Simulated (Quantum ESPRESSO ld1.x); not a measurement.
Q: The mean radii <r> (bohr) of the occupied orbitals of an atom or ion are listed with their occupations. Method: scalar-relativistic Kohn-Sham, LDA (Slater exchange, Perdew-Wang correlation), spin-polarised, spherical densities, point nucleus; computed with ld1.x of Quantum ESPRESSO 7.5.

orbital  occ.      <r>
1s up       1  0.02113
1s down     1  0.02113
2s up       1  0.08983
2s down     1  0.08983
2p up       3  0.07948
2p down     3  0.07948
3s up       1   0.2349
3s down     1   0.2347
3p up       3   0.2337
3p down     3   0.2335
3d up       5   0.2124
3d down     5   0.2121
4s up       1   0.5289
4s down     1   0.5291
4p up       3   0.5598
4p down     3   0.5602
4d up       5   0.6046
4d down     5   0.6060
5s up       1    1.243
5s down     1    1.257
5p up       3    1.428
5p down     3    1.445
4f up       7   0.7570
4f down     1   0.7774
6s up       1    2.891

Name the element and its charge. Open shells, if any, are filled with parallel spins first.

A: Z = 66, dysprosium, charge +3: Dy3+ in [Xe] 4f8 6s1. The 1s radius gives Z: for a bare nucleus <r> = (2 gamma + 1)/(2Z) with gamma = sqrt(1 - (Z/c)^2), 0.02085 bohr for Z = 66, and screening makes it slightly larger (0.02113 here). The occupations add up to 63, and the charge is Z minus that.
